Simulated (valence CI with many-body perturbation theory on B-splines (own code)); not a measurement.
# Level structure of Se¹²⁺

Computed by valence CI with perturbative core correlation (CI+MBPT): four valence electrons over a frozen Dirac-Fock core [Ar], a basis of 7 s, 7 p, 8 d, 6 f, 4 g, 1 h functions for each j, with the one-electron correlation potential Σ1 (screened to all orders), the two-electron term Σ2, the three-electron term Σ3, Breit, model QED; selected single and double excitations, second order for the rest, scaled by the run's own slope (own B-spline code, finite nucleus).

No measured spectrum was set against this ion. As an estimate, terms of the open shell hold to 2 to 4 % of their energy, and close levels can change places. The list stops below the first excitations out of the core. Only levels of the ground parity were solved; by the run's estimate the other parity begins above the list, which can be wrong where configurations are misplaced.

Levels 1 to 34 of 34, with energies above the lowest level, 3d⁴ ⁵D_0. "Leading %" is the weight of the configuration and term that name the level; weights of strongly mixed levels are sums over their largest components and can fall short. In the jj column 3d3/2^4 stands for four electrons in 3d with j = 3/2. Lifetimes count E1, E2, E3, M1 and M2 decay at the calculated energies, and are blank where another channel may lead or the interval is too uncertain; long ones can be off by a factor of two.

```
No.  Configuration  Term  J  E (cm⁻¹)  Leading %  Lifetime              Leading jj
  1            3d⁴    ⁵D  0       0.0         96            3d3/2^2 3d5/2^2 (59 %)
  2            3d⁴    ⁵D  1      1462         98    6.07 s    3d3/2^3 3d5/2 (62 %)
  3            3d⁴    ⁵D  2      3804         99    1.39 s  3d3/2^2 3d5/2^2 (67 %)
  4            3d⁴    ⁵D  3      6631         99    966 ms  3d3/2^2 3d5/2^2 (49 %)
  5            3d⁴    ⁵D  4      9722         98    1.26 s    3d3/2 3d5/2^3 (41 %)
  6            3d⁴    ³P  0     45215         90   6.17 ms          3d3/2^4 (56 %)
  7            3d⁴    ³H  4     49008         77    101 ms    3d3/2^3 3d5/2 (63 %)
  8            3d⁴    ³H  5     52490         90    918 ms  3d3/2^2 3d5/2^2 (90 %)
  9            3d⁴    ³P  1     52626         96   7.55 ms  3d3/2^2 3d5/2^2 (37 %)
 10            3d⁴    ³H  6     54921         96    3.55 s  3d3/2^2 3d5/2^2 (60 %)
 11            3d⁴    ³F  3     55720         62   17.1 ms  3d3/2^2 3d5/2^2 (57 %)
 12            3d⁴    ³F  2     56613         97   22.5 ms  3d3/2^2 3d5/2^2 (54 %)
 13            3d⁴    ³F  4     58003         66   12.1 ms  3d3/2^2 3d5/2^2 (42 %)
 14            3d⁴    ³P  2     61973         93   13.5 ms  3d3/2^2 3d5/2^2 (42 %)
 15            3d⁴    ³G  3     64624         62   25.5 ms    3d3/2 3d5/2^3 (64 %)
 16            3d⁴    ³G  4     65279         71   52.2 ms  3d3/2^2 3d5/2^2 (76 %)
 17            3d⁴    ³G  5     67866         90   53.6 ms    3d3/2 3d5/2^3 (90 %)
 18            3d⁴    ³D  3     77040         97   14.8 ms    3d3/2 3d5/2^3 (43 %)
 19            3d⁴    ³D  2     78150         86   13.3 ms    3d3/2^3 3d5/2 (29 %)
 20            3d⁴    ¹I  6     78464         96   32.1 ms    3d3/2 3d5/2^3 (60 %)
 21            3d⁴    ³D  1     79860         98   11.2 ms    3d3/2 3d5/2^3 (58 %)
 22            3d⁴    ¹G  4     82052         80   9.09 ms          3d5/2^4 (49 %)
 23            3d⁴    ¹S  0     88156         93   6.49 ms    3d3/2 3d5/2^3 (62 %)
 24            3d⁴    ¹D  2     98586         88   7.81 ms  3d3/2^2 3d5/2^2 (41 %)
 25            3d⁴    ¹F  3    108970         92              3d3/2 3d5/2^3 (57 %)
 26            3d⁴    ³P  2    126010         97   9.23 ms  3d3/2^2 3d5/2^2 (58 %)
 27            3d⁴    ³F  4    128500         97            3d3/2^2 3d5/2^2 (75 %)
 28            3d⁴    ³F  2    129690         97   6.85 ms  3d3/2^2 3d5/2^2 (54 %)
 29            3d⁴    ³F  3    130650         94              3d3/2 3d5/2^3 (84 %)
 30            3d⁴    ³P  1    133100        100              3d3/2 3d5/2^3 (86 %)
 31            3d⁴    ³P  0    136600         98                    3d5/2^4 (56 %)
 32            3d⁴    ¹G  4    146550         97              3d3/2 3d5/2^3 (65 %)
 33            3d⁴    ¹D  2    191580         99            3d3/2^2 3d5/2^2 (58 %)
 34            3d⁴    ¹S  0    247410         99            3d3/2^2 3d5/2^2 (65 %)
```

Names give the largest LS component (configuration and term), which can be under half, so a name can repeat, a term be missing and a line seem to break the LS rules; names also repeat where a configuration has a term twice.

The ionisation energy to 3d³ ⁴F3/2 of the next ion comes out as 382.87 eV (NIST: 383 ± 3 eV (theoretical)). All 34 levels together are meant to be complete up to 587100 cm⁻¹.
